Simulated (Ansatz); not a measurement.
Consider the isomerisation: `O/C=N/[SiH2]Cl` → `Cl[SiH]1NCO1`.

Calculated with Ansatz (gas phase, PBE0-D4/def2-TZVP geometries, no zero-point term in ΔE). CBS: MP2 limit from def2 TZ/QZ plus the TZ coupled-cluster correction, frozen cores. Functionals use def2-TZVPP. B3LYP here is the variant with VWN-RPA as its local correlation; programs differ in this. One conformer a species, not always the lowest.

| level | ΔE (kJ/mol) | difference from CCSD(T)/CBS |
| --- | --- | --- |
| PBE-D4 | -38.9 | 16.0 |
| r2SCAN-D4 | -45.0 | 9.9 |
| PBE0-D4 | -52.1 | 2.8 |
| B3LYP-D4 | -36.3 | 18.6 |
| ωB97X-V | -55.1 | -0.2 |
| ωB97M-V | -52.8 | 2.1 |
| B2PLYP | -42.0 | 12.9 |
| PBE | -37.6 | 17.3 |
| r2SCAN | -44.9 | 10.0 |
| PBE0 | -51.2 | 3.7 |
| B3LYP | -34.1 | 20.8 |
| HF/def2-TZVPP | -39.1 | 15.8 |
| MP2/def2-TZVPP | -57.2 | -2.3 |
| SCS-MP2/def2-TZVPP | -53.4 | 1.5 |
| CCSD/def2-TZVPP | -54.6 | 0.3 |
| CCSD(T)/def2-TZVPP | -51.7 | 3.2 |
| HF/def2-QZVPP | -40.5 | 14.4 |
| MP2/def2-QZVPP | -59.5 | -4.6 |
| SCS-MP2/def2-QZVPP | -55.5 | -0.6 |
| HF/CBS(def2) | -40.7 | 14.2 |
| MP2/CBS(def2) | -60.4 | -5.5 |
| CCSD/CBS(def2) | -57.8 | -2.9 |
| CCSD(T)/CBS | -54.9 | 0 |

Largest T1 diagnostic among the species: 0.013.

In def2-TZVPP, CCSD(T) changes the Hartree–Fock value by −12.6 kJ/mol (the triples alone add +2.9 kJ/mol) and MP2 by −18.1 kJ/mol. From PBE to PBE0 (25 % exact exchange), in def2-TZVPP and without D4, ΔE moves by −13.6 kJ/mol.
